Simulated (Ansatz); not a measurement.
Ansatz (a quantum-chemistry and plane-wave program) input (PBE/6-31G*):

Ansatz 0.2 input:
```yaml
crystal:
  periodic: [false, false, false]
  atoms:
    - {symbol: Si, position_ang: [0.41461912, -0.24657735, 0.36204208]}
    - {symbol: F, position_ang: [-0.92783069, -0.92691346, -0.41534054]}
    - {symbol: F, position_ang: [0.32284718, 1.29476318, -0.33452072]}
    - {symbol: H, position_ang: [-0.35981604, 0.14143532, 1.68016218]}
basis:
  gaussian:
    orbitals: 6-31G*
hamiltonian:
  xc: {name: PBE}
total_charge: -1
relax: {f_tol: 0.003, max_steps: 120}
```

What final total energy does it give?

-489.50964 Eh.
